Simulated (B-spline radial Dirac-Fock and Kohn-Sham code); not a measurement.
**Electron momentum distribution of Mn⁷⁺: Compton profiles**

System: Mn⁷⁺ in the configuration 1s2 2s2 2p6 3s2 3p6.

Input of the calculation (task.json; shells as n, l, electrons):

```json
{"items": [{
  "Z": 25,
  "q": 7,
  "cfg": [[1, 0, 2], [2, 0, 2], [2, 1, 6], [3, 0, 2], [3, 1, 6]],
  "A": 55,
  "rrms": 3.7057,
  "do": ["scatter"],
  "s": [0.0, 0.09, 0.11, 0.14, 0.17, 0.21, 0.26, 0.32, 0.39, 0.48, 0.6, 0.74, 0.91, 1.13, 1.39, 1.72, 2.12, 2.62, 3.24, 4.01, 4.95, 6.11, 7.55],
  "pz": [0, 0.1, 0.2, 0.3, 0.4, 0.5, 0.6, 0.8, 1.0, 1.2, 1.4, 1.6, 1.8, 2.0, 2.5, 3.0, 4.0, 5.0, 7.0, 10.0, 15.0, 20.0, 30.0, 40.0, 60.0, 100.0],
  "hv_scatter": [1000, 2000, 5000, 17479.3, 20000, 30000, 50000, 500000]
}]}
```

Launch: `python xray_run.py task.json out`

Method: the impulse approximation on Dirac-Fock orbitals of the configuration average with a finite nucleus. Computed with a radial finite-basis atomic code. pz is in atomic units of momentum; subshell profiles are per electron, for a selection of subshells; open shells are spread over both j values by their weights.

| pz | J total | J 2p3/2 | J 3s1/2 | J 3p1/2 | J 3p3/2 |
| --- | --- | --- | --- | --- | --- |
| 0 | 2.614 | 0.0678 | 0.328 | 0.203 | 0.204 |
| 0.2 | 2.601 | 0.0678 | 0.322 | 0.203 | 0.204 |
| 0.3 | 2.584 | 0.0678 | 0.314 | 0.202 | 0.204 |
| 0.4 | 2.560 | 0.0678 | 0.304 | 0.202 | 0.204 |
| 0.5 | 2.530 | 0.0678 | 0.291 | 0.202 | 0.203 |
| 0.6 | 2.492 | 0.0678 | 0.276 | 0.201 | 0.202 |
| 0.8 | 2.397 | 0.0677 | 0.241 | 0.197 | 0.199 |
| 1 | 2.278 | 0.0677 | 0.204 | 0.191 | 0.192 |
| 1.2 | 2.137 | 0.0676 | 0.166 | 0.182 | 0.183 |
| 1.4 | 1.980 | 0.0675 | 0.131 | 0.169 | 0.170 |
| 1.6 | 1.815 | 0.0673 | 0.100 | 0.154 | 0.154 |
| 1.8 | 1.649 | 0.0670 | 0.0752 | 0.137 | 0.137 |
| 2 | 1.489 | 0.0667 | 0.0558 | 0.119 | 0.118 |
| 2.5 | 1.139 | 0.0654 | 0.0283 | 0.0760 | 0.0752 |
| 3 | 0.8863 | 0.0634 | 0.0201 | 0.0434 | 0.0426 |
| 4 | 0.6084 | 0.0572 | 0.0188 | 0.0122 | 0.0119 |
| 5 | 0.4709 | 0.0489 | 0.0147 | 0.00554 | 0.00556 |
| 7 | 0.2963 | 0.0312 | 0.00451 | 0.00486 | 0.00491 |
| 10 | 0.1449 | 0.0131 | 0.000600 | 0.00261 | 0.00258 |
| 15 | 0.05231 | 0.00276 | 0.000422 | 0.000556 | 0.000536 |
| 20 | 0.02313 | 0.000645 | 0.000255 | 0.000127 | 0.000120 |
| 30 | 0.005895 | 5.64e-05 | 6.30e-05 | 1.10e-05 | 9.88e-06 |
| 40 | 0.001833 | 8.16e-06 | 1.73e-05 | 1.62e-06 | 1.39e-06 |
| 60 | 0.0002766 | < 1e-6 | 2.25e-06 | < 1e-6 | < 1e-6 |
| 100 | 2.028e-05 | < 1e-6 | < 1e-6 | < 1e-6 | < 1e-6 |

J(0) = 2.614. The 3p3/2 subshell gives the largest part, 31 %.

Mean momentum ⟨p⟩ by subshell (a.u.): 1s1/2 21.2, 2s1/2 6.99, 2p1/2 9.40, 2p3/2 9.29, 3s1/2 3.12, 3p1/2 3.64, 3p3/2 3.62.
